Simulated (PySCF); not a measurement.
Species: C₆H₉O₂ (doublet state).
Z-matrix (Å and degrees, GFN2-xTB geometry), rows numbered from 1:
```
C 
O   1  1.4055
C   2  1.3614  1  118.38
C   3  1.4917  2  124.16  1   -22.65
C   4  1.4802  3  105.70  2   -72.53
C   5  1.3172  4  150.20  3    90.70
C   5  1.4907  4  145.22  3   -72.24
O   7  1.4056  5  121.64  6   108.44
H   1  1.0935  2  111.28  3    62.32
H   1  1.0954  2  111.44  3   -60.00
H   1  1.0887  2  106.02  3  -178.73
H   3  1.0773  2  110.49  1  -174.85
H   4  1.0933  3  112.19  2    47.98
H   4  1.0914  3  108.74  2   169.07
H   6  1.0633  5  149.95  7  -177.80
H   7  1.0843  5  122.59  6  -107.31
H   8  0.9635  7  109.20  5   -32.31
```

The hyperfine couplings belong to this conformer and change with its torsions.

The species is `CO[CH]CC1=C[C@H]1O` [radical].

Computed with UKS B3LYP, pcH-1 on C H O, non-relativistic, mean-field spin-orbit, GIAO (PySCF). Geometry: GFN2-xTB, one conformer, isolated molecule. The geometry wasn't refined by DFT: couplings that depend on bond lengths, twists or pyramidal angles can differ widely from those at the functional's own minimum. No stability test was run, so a lower SCF solution isn't excluded.

Task: The isotropic 13C couplings are +144.0, +93.8, -11.8, +8.5, -4.3, -2.2 MHz. Assign them to C1; C3; C4; C5; C6; C7.

Result: 
```
site  a_iso (MHz)  ρ(0) (bohr⁻³)                 position  distance from C3 (Å)  spin population  largest |T| (MHz)
  C1         -4.3        -0.0038          2 bonds from C3                  2.38            -0.01                2.5
  C3       +144.0        +0.1281  largest spin population                  0.00            +0.85              143.6
  C4        -11.8        -0.0105           1 bond from C3                  1.49            -0.05                3.0
  C5        +93.8        +0.0834          2 bonds from C3                  2.37            +0.01                9.9
  C6         +8.5        +0.0076          3 bonds from C3                  3.42            +0.08               11.8
  C7         -2.2        -0.0019          3 bonds from C3                  3.42             0.00                0.6
```

ρ(0) is the spin density at the nucleus and T the dipolar tensor; entries for several nuclei are means. The largest Mulliken spin populations are on C3 (+0.85), O2 (+0.12) and C6 (+0.08). No atom but C3 exceeds +0.15. The angles at C3 add up to 353.9°, so it is slightly pyramidal.

Means are taken over nuclei equivalent by connectivity, which assumes that they swap fast. The three 1H nuclei of mean +10.7 MHz run from -1.6 to 20.1 MHz in the frozen geometry.

Time: 70 s (grids of density and orbitals included); peak memory 0.96 GiB. Hardware: an Intel Xeon Platinum 8488C with one thread, shared host.
